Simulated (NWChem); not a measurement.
The numbers come from NWChem runs, not from measurements. System: BI$_{2}$, charge 0, spin multiplicity 2, at a geometry optimised with UB3LYP/def2-SVP with def2 effective core potentials on I. The structure started from a generated list of species. Its SCF solution wasn't tested for a lower state. Level: ROCCSD(T)/def2-SVP with def2 effective core potentials on I, 9 core orbitals frozen.

The NWChem input:

```
start mol
memory heap 100 mb stack 700 mb global 1900 mb
geometry units angstroms nocenter noautoz
  I      1.905929     0.000000    -0.041152
  B      0.000000     0.000000     0.872429
  I     -1.905929     0.000000    -0.041152
  symmetry group C2v
end
basis spherical
  * library def2-svp
end
ecp
  I library def2-ecp
end
scf
  rohf
  nopen 1
  maxiter 100
  thresh 1e-7
  semidirect memsize 60000000 filesize 0
  # guess.movecs holds the orbitals of an unrestricted PBE0 run
  vectors input guess.movecs output mol.movecs
end
tce
  freeze core 9
  ccsd(t)
  2eorb
  2emet 13
  thresh 1e-6
  maxiter 100
  tilesize 24
end
task tce energy
```

Output (cleaned and shortened):

```
             Northwest Computational Chemistry Package (NWChem) 7.3.0
             --------------------------------------------------------

                                NWChem Input Module
                                -------------------

 Scaling coordinates for geometry "geometry" by  1.889725989
 (inverse scale =  0.529177249)

 Turning off AUTOSYM since
 SYMMETRY directive was detected!

                             Geometry "geometry" -> ""
                             -------------------------

 Output coordinates in angstroms (scale by  1.889725989 to convert to a.u.)

  No.       Tag          Charge          X              Y              Z
 ---- ---------------- ---------- -------------- -------------- --------------
    1 I                   53.0000     1.90592900     0.00000000    -0.04115200
    2 B                    5.0000     0.00000000     0.00000000     0.87242900
    3 I                   53.0000    -1.90592900     0.00000000    -0.04115200

 Effective nuclear repulsion energy (a.u.)     522.6530480555

            Nuclear Dipole moment (a.u.)
            ----------------------------
        X                 Y               Z
 ---------------- ---------------- ----------------
     0.0000000000     0.0000000000     0.0000623610

      Symmetry information
      --------------------

 Group name             C2v
 Group number             16
 Group order               4
 No. of unique centers     2

      Symmetry unique atoms

     1    2


 Summary of "ao basis" -> "" (spherical)
 ------------------------------------------------------------------------------
       Tag                 Description            Shells   Functions and Types
 ---------------- ------------------------------  ------  ---------------------
 *                          def2-svp                  on all atoms

 Summary of "ao basis" -> "ao basis" (spherical)
 ------------------------------------------------------------------------------
       Tag                 Description            Shells   Functions and Types
 ---------------- ------------------------------  ------  ---------------------
 I                          def2-svp                10       26   4s4p2d
 B                          def2-svp                 6       14   3s2p1d

                                 NWChem SCF Module
                                 -----------------

  ao basis        = "ao basis"
  functions       =    66
  atoms           =     3
  closed shells   =    27
  open shells     =     1
  charge          =   0.00
  wavefunction    = ROHF
  use symmetry    = T
  symmetry adapt  = T

 Summary of "ao basis" -> "ao basis" (spherical)
 ------------------------------------------------------------------------------
       Tag                 Description            Shells   Functions and Types
 ---------------- ------------------------------  ------  ---------------------
 I                          def2-svp                10       26   4s4p2d
 B                          def2-svp                 6       14   3s2p1d

      Symmetry analysis of basis
      --------------------------

        a1         25
        a2          9
        b1         21
        b2         11

 Forming initial guess at       0.1s

      Symmetry analysis of molecular orbitals - initial
      -------------------------------------------------

  Numbering of irreducible representations:

     1 a1          2 a2          3 b1          4 b2

  Orbital symmetries:

     1 a1          2 b1          3 a1          4 b1          5 a1
[...]
           0.000000000000        3323.784825609638           0.000000000000
           0.000000000000           0.000000000000        3292.335574008376

  Mulliken analysis of the total density
  --------------------------------------

    Atom       Charge   Shell Charges
 -----------   ------   -------------------------------------------------------
    1 I   25    25.09   1.83  0.22  1.21  0.70  2.93  3.13  2.59  2.45  9.82  0.22
    2 B    5     4.82   1.99  0.94  0.20  1.21  0.42  0.06
    3 I   25    25.09   1.83  0.22  1.21  0.70  2.93  3.13  2.59  2.45  9.82  0.22

 Mulliken analysis of the open-shell density
 -------------------------------------------

    Atom       Charge   Shell Charges
 -----------   ------   -------------------------------------------------------
    1 I   25     0.05  -0.00  0.00  0.00 -0.00 -0.00  0.00  0.04  0.01  0.00  0.00
    2 B    5     0.90   0.00  0.18  0.13  0.40  0.18  0.00
    3 I   25     0.05  -0.00  0.00  0.00 -0.00 -0.00  0.00  0.04  0.01  0.00  0.00

       Multipole analysis of the density wrt the origin
       ------------------------------------------------

     L   x y z        total         open         nuclear
     -   - - -        -----         ----         -------
     0   0 0 0      0.000000     -1.000000     55.000000

     1   1 0 0     -0.000000      0.000000      0.000000
     1   0 1 0      0.000000     -0.000000      0.000000
     1   0 0 1     -0.064472     -2.282395      4.354959

     2   2 0 0    -43.241225     -3.432846    648.606225
     2   1 1 0      0.000000     -0.000000      0.000000
     2   1 0 1     -0.000000      0.000000      0.000000
     2   0 2 0    -44.579884     -1.227266      0.000000
     2   0 1 1      0.000000      0.000000      0.000000
     2   0 0 2    -45.821927     -8.424837     13.892641

                   NWChem Extensible Many-Electron Theory Module
                   ---------------------------------------------


            General Information
            -------------------
      Number of processors :     1
         Wavefunction type : Restricted open-shell Hartree-Fock
          No. of electrons :    55
           Alpha electrons :    28
            Beta electrons :    27
           No. of orbitals :   132
            Alpha orbitals :    66
             Beta orbitals :    66
        Alpha frozen cores :     9
         Beta frozen cores :     9
     Alpha frozen virtuals :     0
      Beta frozen virtuals :     0
         Spin multiplicity : doublet
    Number of AO functions :    66
       Number of AO shells :    26
        Use of symmetry is : on
      Symmetry adaption is : on
         Schwarz screening : 0.10D-09

          Correlation Information
          -----------------------
          Calculation type : Coupled-cluster singles & doubles w/ perturbation
   Perturbative correction : (T)
            Max iterations :      100
        Residual threshold : 0.10D-05
     T(0) DIIS level shift : 0.00D+00
     L(0) DIIS level shift : 0.00D+00
     T(1) DIIS level shift : 0.00D+00
     L(1) DIIS level shift : 0.00D+00
     T(R) DIIS level shift : 0.00D+00
     T(I) DIIS level shift : 0.00D+00
   CC-T/L Amplitude update :  5-th order DIIS
                I/O scheme : Global Array Library
        L-threshold :  0.10D-05
        EOM-threshold :  0.10D-05
 no EOMCCSD initial starts read in
 TCE RESTART OPTIONS
 SLICE:      F
 D4D5:       F
 quantumc:   F
 qrotation:  F
 pwtce:      F
 qducc:      F
 nacto:                         0
 nrotv:                         0
 nrot:                          0

            Memory Information
            ------------------
          Available GA space size is     249028088 doubles
          Available MA space size is     104848556 doubles

 Maximum block size supplied by input
 Maximum block size        24 doubles

 tile_dim =     14

 -------------------------------------------------

 Global array virtual files algorithm will be used

 Parallel file system coherency ......... OK

 4-electron integrals stored in orbital form

 v2    file size   =           565126
 4-index algorithm nr.  13 is used
 imaxsize =       30
 imaxsize ichop =        0


CCSD iterations
 ---------------------------------------------------------
 Iter          Residuum       Correlation     Cpu    Wall
 ---------------------------------------------------------
    1   0.1098067363659  -0.3038710497563     0.9     0.9
    2   0.0291040240207  -0.3141409326253     0.9     0.9
    3   0.0120388480639  -0.3187764056248     0.8     0.8
    4   0.0070544470851  -0.3200479338159     0.9     0.9
    5   0.0059120096608  -0.3201890353732     0.8     0.8
    6   0.0020509117951  -0.3206750765108     0.8     0.8
    7   0.0009582839930  -0.3207301962499     0.8     0.8
    8   0.0006971477724  -0.3207113719345     0.9     0.9
    9   0.0004085176440  -0.3207484634799     0.9     0.9
   10   0.0003050135041  -0.3207454025247     0.9     0.9
   11   0.0000676052294  -0.3207738212010     0.9     0.9
   12   0.0000365711244  -0.3207751507895     0.9     0.9
   13   0.0000229340341  -0.3207757305086     1.0     1.0
   14   0.0000208705503  -0.3207769455719     0.8     0.8
   15   0.0000160690118  -0.3207759494808     1.0     1.0
   16   0.0000037676553  -0.3207767814870     0.9     0.9
   17   0.0000017463687  -0.3207766372110     1.0     1.0
   18   0.0000011839397  -0.3207765578721     0.9     0.9
   19   0.0000007494989  -0.3207766010024     0.9     0.9
 -----------------------------------------------------------------
 Iterations converged
 CCSD correlation energy / hartree =        -0.320776601002448
 CCSD total energy / hartree       =      -618.274396254640578

 Singles contributions

 Doubles contributions
 CCSD(T)
 Using plain CCSD(T) code
             total no. of tasks         1850
 total no. of tasks / no. procs         1850
                         wl_min           54           1.9
                         wl_max       592704           9.2
        thresh for no. of tasks         1850

 CCSD[T]  correction energy / hartree =        -0.012678875985785
 CCSD[T] correlation energy / hartree =        -0.333455476988233
 CCSD[T] total energy / hartree       =      -618.287075130626363
 CCSD(T)  correction energy / hartree =        -0.011363465792120
 CCSD(T) correlation energy / hartree =        -0.332140066794568
 CCSD(T) total energy / hartree       =      -618.285759720432679

 Task  times  cpu:       36.9s     wall:       36.9s

 Total times  cpu:       36.9s     wall:       36.9s
```
